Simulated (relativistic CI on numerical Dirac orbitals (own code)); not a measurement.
# Mn6+ in a cubic cluster: 1s photoemission with charge transfer

Computed with a charge-transfer multiplet model of a cubic metal-ligand cluster with up to 2 ligand holes, Slater and spin-orbit integrals from Dirac-Coulomb-Breit ions, Slater integrals scaled by 0.8. The ground state mixes d1 with configurations of k ligand holes L, whose averages lie at kΔ + k(k − 1)U_dd/2; a core hole lowers each added d electron by U_cd. 300 K, Lorentzian 1.1 eV and Gaussian 0.6 eV FWHM.

Atomic integrals in eV (Slater integrals scaled, ζ unscaled), ground: F2dd 10.611, F4dd 6.708, zeta_d 0.064; with the core hole: F2dd 10.611, F4dd 6.708, zeta_d 0.090, G2cd 0.078. Where a configuration has fewer than two d electrons, the dd integrals are those of d2.

Cluster parameters (eV): U_dd = 5.4, U_cd = 6.9, 10Dq = 1.8, 10Dq(ligand) = 0.4, V(eg) = 3.5, V(t2g) = -1.47, final-state hopping factor = 1.

```
       Case   n_d    d1   d2L  d3L2     S
Δ = -1.2 eV  2.03  0.21  0.56  0.23  0.50
Δ = -0.2 eV  1.96  0.24  0.55  0.20  0.50
 Δ = 0.8 eV  1.89  0.29  0.54  0.17  0.50
 Δ = 1.8 eV  1.82  0.33  0.52  0.15  0.50
 Δ = 2.8 eV  1.75  0.38  0.50  0.12  0.50
```

Weights, n_d and S are thermal averages at 300 K. Binding energies count from the first peak over 30 % of the highest in each spectrum, which can be another peak from case to case. The parameters are a model scan and need not match a compound or its usual spin state. Peaks in eV (height, largest 100):
- Δ = -1.2 eV: 0.0 (100), 16.6 (6)
- Δ = -0.2 eV: 0.0 (100), 15.9 (6)
- Δ = 0.8 eV: 0.0 (100), 15.6 (7)
- Δ = 1.8 eV: 0.0 (100), 15.2 (8)
- Δ = 2.8 eV: 0.0 (100), 14.9 (8)

For the case Δ = 0.8 eV, Δ = 0.8 eV is smaller than U_dd = 5.4 eV, the charge-transfer side of the Zaanen-Sawatzky-Allen scheme. With the core hole the configuration with one ligand hole lies at Δ − U_cd = -8.1, -7.1, -6.1, -5.1, -4.1 eV from the one without, in the order of the table; where this is negative the screened configuration lies lower, though the effective hopping of about 7.2 eV (from the holes of the mixed ground state) mixes the two strongly wherever it is as large as the gap.

With at most 2 ligand holes the space is cut while the next configuration still counts, so covalency is underestimated, and a final configuration with one more ligand hole, which can lie low, is missing from the spectra.
